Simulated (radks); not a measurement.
The bismuth anion Bi3-, [Rn], held by a Watson sphere: a shell of charge +3 at radius R that stands for the Madelung well of a crystal (potential energy -3/R inside, -3/r outside, in hartree with lengths in bohr). Calculated with a radial shooting solver on a logarithmic mesh with Libxc functionals: scalar-relativistic Kohn-Sham, LDA (Slater exchange, Perdew-Wang correlation), spin-unpolarised, spherical densities, point nucleus. Response by self-consistent Sternheimer equations with the Hartree and adiabatic LDA kernel, the relativistic mass of each level held fixed and spin-orbit coupling left out. The sphere does not respond.

[
 {"R (bohr)": "2.93", "e(5d) (eV)": "-26.545", "e(6s) (eV)": "-15.732", "e(6p) (eV)": "-6.476", "<r> 6p (bohr)": "3.002", "sum of <r^2> (bohr^2)": "106.0", "X-ray form factor at sin(theta)/lambda = 0.2 1/angstrom": "69.977", "alpha (bohr^3)": "66.52"},
 {"R (bohr)": "3.13", "e(5d) (eV)": "-26.087", "e(6s) (eV)": "-15.179", "e(6p) (eV)": "-6.169", "<r> 6p (bohr)": "3.083", "sum of <r^2> (bohr^2)": "109.7", "X-ray form factor at sin(theta)/lambda = 0.2 1/angstrom": "69.945", "alpha (bohr^3)": "75.06"},
 {"R (bohr)": "3.64", "e(5d) (eV)": "-25.255", "e(6s) (eV)": "-14.027", "e(6p) (eV)": "-5.408", "<r> 6p (bohr)": "3.290", "sum of <r^2> (bohr^2)": "119.4", "X-ray form factor at sin(theta)/lambda = 0.2 1/angstrom": "69.924", "alpha (bohr^3)": "102.8"},
 {"R (bohr)": "3.98", "e(5d) (eV)": "-24.871", "e(6s) (eV)": "-13.433", "e(6p) (eV)": "-4.941", "<r> 6p (bohr)": "3.425", "sum of <r^2> (bohr^2)": "126.2", "X-ray form factor at sin(theta)/lambda = 0.2 1/angstrom": "69.941", "alpha (bohr^3)": "126.6"},
 {"R (bohr)": "4.25", "e(5d) (eV)": "-24.628", "e(6s) (eV)": "-13.044", "e(6p) (eV)": "-4.600", "<r> 6p (bohr)": "3.531", "sum of <r^2> (bohr^2)": "131.7", "X-ray form factor at sin(theta)/lambda = 0.2 1/angstrom": "69.963", "alpha (bohr^3)": "149.1"},
 {"R (bohr)": "4.57", "e(5d) (eV)": "-24.391", "e(6s) (eV)": "-12.659", "e(6p) (eV)": "-4.230", "<r> 6p (bohr)": "3.653", "sum of <r^2> (bohr^2)": "138.4", "X-ray form factor at sin(theta)/lambda = 0.2 1/angstrom": "69.993", "alpha (bohr^3)": "180.1"},
 {"R (bohr)": "4.6", "e(5d) (eV)": "-24.371", "e(6s) (eV)": "-12.626", "e(6p) (eV)": "-4.197", "<r> 6p (bohr)": "3.665", "sum of <r^2> (bohr^2)": "139.1", "X-ray form factor at sin(theta)/lambda = 0.2 1/angstrom": "69.995", "alpha (bohr^3)": "183.3"},
 {"R (bohr)": "4.83", "e(5d) (eV)": "-24.230", "e(6s) (eV)": "-12.397", "e(6p) (eV)": "-3.956", "<r> 6p (bohr)": "3.750", "sum of <r^2> (bohr^2)": "144.0", "X-ray form factor at sin(theta)/lambda = 0.2 1/angstrom": "70.017", "alpha (bohr^3)": "209.3"}
]
